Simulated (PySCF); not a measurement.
Molecule: SMILES [CH]=C(C)C (C₄H₇), doublet. Atoms near the plane z = 0.0 Å, at the CAM-B3LYP/def2-SVP optimised geometry (x, y, z in Å): C1 (-0.8, -1.0, 0.0), C2 (-0.1, 0.1, 0.0), C3 (-0.7, 1.5, 0.0), C4 (1.4, 0.1, 0.0), H5 (-0.6, -2.1, 0.0), H6 (-1.8, 1.4, 0.0), H7 (-0.4, 2.1, 0.9), H8 (-0.4, 2.1, -0.9), H9 (1.8, -0.9, 0.0), H10 (1.8, 0.7, -0.9), H11 (1.8, 0.7, 0.9).

Calculation: unrestricted CAM-B3LYP/def2-TZVP (PySCF 2.14.0). Cells within 0.4 Å of a nucleus heavier than hydrogen are left out (blank, or x). The values are rescaled to run from 0 to 1.

```
|1111111111111111111111111111111|
|1111111111111111111111111111111|
|1111111111111111111111111111111|
|1111111111111111111111111111111|
|1111111111000000111111111111111|
|1111111110000000001111111111111|
|1111111000000000000111111111111|
|1111110000000010000011111111111|
|1111100001100110000000111111111|
|111110000232xx10000000001111111|
|111110001887xx10000000000111111|
|111110001564xx31000000000011111|
|1111100001212562000001100011111|
|1111110000001463121022100001111|
|11111100000001xx554xx2000001111|
|11111110000002xx565xxx000001111|
|1111111100002794122265200001111|
|1111111111114982000268310001111|
|111111111112xx20000149200011111|
|111111111112xx00000011000011111|
|1111111111126730000000000011111|
|1111111110125841000000000111111|
|1111111110012720000000001111111|
|1111111110000000000111111111111|
|1111111110000000001111111111111|
|1111111111000000011111111111111|
|1111111111100000111111111111111|
|1111111111111111111111111111111|
|1111111111111111111111111111111|
|1111111111111111111111111111111|
|1111111111111111111111111111111|
```
Scale: ten equal steps from 0.000 (start of '0') to 1.00 (end of '9'), in the order '0123456789'; x runs from -4.50 to 4.50, y from -4.50 (bottom) to 4.50 (top).

Which quantity is mapped?
A) deformation density (molecule minus spherical neutral atoms)
B) Laplacian of the electron density
C) log10 of the electron density
D) spin density

A, deformation density (molecule minus spherical neutral atoms). In full: deformation density (molecule minus spherical neutral atoms) (e/bohr³).
